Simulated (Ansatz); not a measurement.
C3H5FOSi (`O[SiH]1CC=C1F`). The species carries charge 0 and has multiplicity 1. All single points use the PBE0-D4/def2-TZVP geometry. It is one conformer, not always the lowest.

```xyz
11

O     2.202    0.813    0.094
Si    0.852    0.144   -0.557
C    -0.189   -1.110    0.408
C    -1.338   -0.136    0.218
C    -0.816    0.945   -0.377
F    -1.466    2.053   -0.721
H     2.133    1.195    0.971
H     1.262   -0.243   -1.926
H    -0.351   -2.087   -0.054
H     0.087   -1.263    1.454
H    -2.377   -0.311    0.490
```

Task: What is the dipole moment at PBE/def2-TZVPP? (Estimate.)

Result: The calculation gave: 1.83 D, with components (-0.12, -0.91, 1.59) D in this frame, pointing from negative to positive charge.

Task: And with r2SCAN, B3LYP, ωB97M-V? (Estimate.)

Result: Ansatz gave: r2SCAN 1.90 D, B3LYP 1.92 D, ωB97M-V 1.92 D.

Task: Give the Mulliken charges with PBE, r2SCAN, B3LYP in def2-TZVPP. (Estimate.)

Result: The calculation gave: 
| atom | PBE | r2SCAN | B3LYP |
| --- | --- | --- | --- |
| O1 | -0.35 | -0.41 | -0.39 |
| Si2 | 0.39 | 0.54 | 0.50 |
| C3 | -0.21 | -0.22 | -0.27 |
| C4 | -0.07 | -0.01 | -0.07 |
| C5 | 0.05 | 0.01 | 0.06 |
| F6 | -0.16 | -0.20 | -0.20 |
| H7 | 0.19 | 0.20 | 0.19 |
| H8 | -0.07 | -0.09 | -0.08 |
| H9 | 0.08 | 0.06 | 0.09 |
| H10 | 0.08 | 0.05 | 0.08 |
| H11 | 0.08 | 0.07 | 0.11 |

B3LYP here is the variant with VWN-RPA as its local correlation; programs differ in this.
